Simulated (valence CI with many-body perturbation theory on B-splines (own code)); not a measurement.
Forbidden lines of Rh²¹⁺

Method: valence CI with perturbative core correlation (CI+MBPT): six valence electrons over a frozen Dirac-Fock core [Ar], a basis of 7 s, 7 p, 8 d, 6 f, 4 g, 1 h functions for each j, with the one-electron correlation potential Σ1 (screened to all orders), the two-electron term Σ2, the three-electron term Σ3, Breit, model QED; selected single and double excitations, second order for the rest, scaled by the run's own slope (own B-spline code, finite nucleus).

No measured spectrum was set against this ion. As an estimate, terms of the open shell hold to 2 to 4 % of their energy, and close levels can change places. Core correlation moves these levels by up to 10000 cm⁻¹, and in measured spectra 5 to 20 % of such shifts remained as error; rates that hang on mixing are uncertain with them. Among the levels kept, up to 890 cm⁻¹ of a level comes from second order outside the variational space, and about a tenth of that is noise between levels of different J, which matters for small intervals. Only levels of the ground parity were solved; by the run's estimate the other parity begins above the list, which can be wrong where configurations are misplaced.

Lines 1 to 50 of 120 in falling wavelength, among levels below 53.327 eV, chosen from the decays that carry over 1 % of a level's rate. Wavelengths and rates use the calculated energies, so an error of 2000 cm⁻¹ moves a line at 7417 Å by 15 % and its rate by three times that or more. Electric multipoles are in the length gauge, E1 and E2 with the static RPA response of the core. S is in atomic units (e²a₀⁴ for E2 and M2, e²a₀⁶ for E3), for M1 in squared Bohr magnetons. Weak lines are less certain than strong ones. Lines between different terms over intervals too small for the method are left out, as are lines whose strength nearly cancels. Where a level lies close to another of its J and parity, the split of strength between their lines is uncertain. Intervals below about 2000 cm⁻¹, as at the head of this list, are uncertain by tens of per cent.

Names give the largest LS component (configuration and term), which can be under half, so a name can repeat, a term be missing and a line seem to break the LS rules; names also repeat where a configuration has a term twice. Letters in brackets count levels of one name in rising energy.

| λ vac (Å) | Upper | Lower | Type | A (s⁻¹) | S (a.u.) |
| --- | --- | --- | --- | --- | --- |
| 4.622e+05 | 3d6 5D_2 | 3d6 5D_3 | M1 | 4.60e-04 | 8.42e+00 |
| 56270 | 3d6 5D_0 | 3d6 5D_1 | M1 | 7.56e-01 | 5.00e+00 |
| 8861 | 3d6 3G_3 | 3d6 3G_4 | M1 | 2.60e+01 | 4.69e+00 |
| 7664 | 3d6 5D_1 | 3d6 5D_2 | M1 | 1.59e+02 | 7.95e+00 |
| 7417 | 3d6 3G_5 | 3d6 3H_4 [b] | M1 | 2.24e+01 | 3.72e+00 |
| 6864 | 3d6 3H_6 | 3d6 3H_4 [a] | E2 | 2.26e-06 | 3.99e-04 |
| 6416 | 3d6 3H_5 | 3d6 3H_4 [a] | M1 | 4.44e+01 | 4.79e+00 |
| 6410 | 3d6 3P_0 [a] | 3d6 3P_1 [a] | M1 | 2.05e+01 | 2.00e-01 |
| 5232 | 3d6 3P_1 [a] | 3d6 3D_2 | M1 | 1.48e+02 | 2.37e+00 |
| 4192 | 3d6 3P_1 [a] | 3d6 3D_1 | M1 | 1.62e+02 | 1.33e+00 |
| 3984 | 3d6 5D_3 | 3d6 5D_4 | M1 | 5.09e+02 | 8.36e+00 |
| 3950 | 3d6 5D_2 | 3d6 5D_4 | E2 | 1.05e-03 | 4.51e-03 |
| 3694 | 3d6 3G_3 | 3d6 3H_4 [b] | M1 | 4.74e+01 | 6.21e-01 |
| 3383 | 3d6 3H_4 [b] | 3d6 3H_5 | M1 | 1.92e+02 | 2.47e+00 |
| 3290 | 3d6 3G_4 | 3d6 3F_3 [a] | M1 | 4.19e+01 | 4.97e-01 |
| 3275 | 3d6 3F_3 [a] | 3d6 3H_4 [a] | M1 | 3.74e+02 | 3.41e+00 |
| 3222 | 3d6 1G_4 [a] | 3d6 3G_3 | M1 | 7.68e+01 | 8.57e-01 |
| 3186 | 3d6 1F_3 | 3d6 3D_3 | M1 | 1.69e+01 | 1.42e-01 |
| 3088 | 3d6 3D_2 | 3d6 3F_2 [a] | M1 | 6.62e+01 | 3.61e-01 |
| 2995 | 3d6 3P_1 [a] | 3d6 1S_0 [a] | M1 | 1.96e+02 | 5.87e-01 |
| 2810 | 3d6 3D_2 | 3d6 3F_3 [a] | M1 | 2.23e+02 | 9.16e-01 |
| 2768 | 3d6 1D_2 [a] | 3d6 3D_3 | M1 | 7.14e+01 | 2.81e-01 |
| 2630 | 3d6 3P_1 [b] | 3d6 3P_0 [a] | M1 | 6.35e+02 | 1.28e+00 |
| 2599 | 3d6 3G_3 | 3d6 3F_2 [a] | M1 | 4.51e+02 | 2.06e+00 |
| 2564 | 3d6 1D_2 [a] | 3d6 3G_3 | M1 | 2.25e+02 | 7.02e-01 |
| 2535 | 3d6 3P_0 [a] | 3d6 3D_1 | M1 | 6.16e+02 | 3.72e-01 |
| 2478 | 3d6 1F_3 | 3d6 3D_2 | M1 | 3.66e+01 | 1.45e-01 |
| 2399 | 3d6 3G_3 | 3d6 3F_3 [a] | M1 | 3.03e+02 | 1.09e+00 |
| 2363 | 3d6 1G_4 [a] | 3d6 3G_4 | M1 | 5.54e+01 | 2.44e-01 |
| 2323 | 3d6 3G_5 | 3d6 3H_5 | M1 | 4.45e+02 | 2.28e+00 |
| 2270 | 3d6 3G_5 | 3d6 3H_6 | M1 | 8.91e+02 | 4.25e+00 |
| 2244 | 3d6 3D_3 | 3d6 3F_3 [a] | M1 | 4.75e+02 | 1.39e+00 |
| 2241 | 3d6 1G_4 [a] | 3d6 3G_5 | M1 | 3.05e+02 | 1.14e+00 |
| 2218 | 3d6 1D_2 [a] | 3d6 3D_2 | M1 | 8.21e+01 | 1.66e-01 |
| 2215 | 3d6 3H_4 [b] | 3d6 3H_4 [a] | M1 | 1.65e+03 | 5.98e+00 |
| 2205 | 3d6 3G_4 | 3d6 3H_5 | M1 | 5.64e+02 | 2.02e+00 |
| 2204 | 3d6 3F_4 | 3d6 1F_3 | M1 | 4.16e+02 | 1.49e+00 |
| 2195 | 3d6 1F_3 | 3d6 3G_4 | M1 | 1.23e+02 | 3.39e-01 |
| 2194 | 3d6 3D_1 | 3d6 3P_2 [a] | M1 | 2.12e+03 | 2.49e+00 |
| 2170 | 3d6 3H_4 [a] | 3d6 5D_3 | M1 | 8.50e+01 | 2.90e-01 |
| 2057 | 3d6 3P_2 [a] | 3d6 5D_1 | M1 | 8.26e+02 | 1.33e+00 |
| 2037 | 3d6 3F_2 [b] | 3d6 1F_3 | M1 | 1.18e+03 | 1.85e+00 |
| 2007 | 3d6 1D_2 [a] | 3d6 3D_1 | M1 | 3.42e+02 | 5.12e-01 |
| 1987 | 3d6 3D_2 | 3d6 3P_2 [a] | M1 | 1.76e+02 | 2.55e-01 |
| 1942 | 3d6 3P_1 [a] | 3d6 3F_2 [a] | M1 | 1.23e+02 | 1.00e-01 |
| 1865 | 3d6 3P_1 [b] | 3d6 3P_1 [a] | M1 | 9.25e+01 | 6.67e-02 |
| 1773 | 3d6 3G_3 | 3d6 3P_2 [a] | M1 | 2.48e+02 | 3.59e-01 |
| 1721 | 3d6 1G_4 [a] | 3d6 3H_4 [b] | M1 | 1.67e+03 | 2.84e+00 |
| 1686 | 3d6 3D_3 | 3d6 3P_2 [a] | M1 | 3.95e+02 | 4.91e-01 |
| 1641 | 3d6 3G_4 | 3d6 3H_4 [a] | M1 | 3.32e+01 | 4.89e-02 |
